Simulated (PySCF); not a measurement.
Potential energy curve for SiN, doublet.

Computed with: UHF/6-31G* = unrestricted Hartree-Fock/6-31G*, spherical d (PySCF); CASSCF(9,8)/cc-pVTZ (PySCF); UKS-M06-2X/6-31G* = unrestricted M06-2X/6-31G*, spherical d (PySCF).

Energies are in eV, each relative to the lowest point of its own curve near equilibrium.

| R / Å | UHF/6-31G* | CASSCF(9,8) | UKS-M06-2X/6-31G* |
|---|---|---|---|
| 1.17 | 8.831 | 9.155 | 8.754 |
| 1.24 | 5.261 | 5.499 | 5.131 |
| 1.34 | 2.239 | 2.302 | 2.025 |
| 1.40 | 1.241 | 1.189 | 0.978 |
| 1.46 | 0.663 | 0.501 | 0.360 |
| 1.53 | 0.342 | 0.093 | 0.038 |
| 1.56 | 0.224 | 0.017 | 0.000 |
| 1.62 | 0.060 | 0.000 | 0.050 |
| 1.64 | 0.029 | 0.027 | 0.047 |
| 1.71 | 0.000 | 0.217 | 0.154 |
| 1.81 | 0.115 | 0.623 | — |

At the longest distance, 1.81 Å, CASSCF(9,8) lies highest above its minimum (0.623 eV) and UHF/6-31G* lowest (0.115 eV).

A dash means that the run gave no value there, or that the column was ended at a point which the program doubted or which failed a test of continuity chosen for this set; such a test can also cut sound points.

The scan ran from 1.17 to 6.23 Å; beyond the distances shown one of the unrestricted levels run for this scan, shown here or not, changes its spin distribution in one step. The unrestricted determinant behind UHF/6-31G* is spin-contaminated at 1.46 to 1.81 Å (<S²> up to 1.5, against 0.75 for a pure doublet).
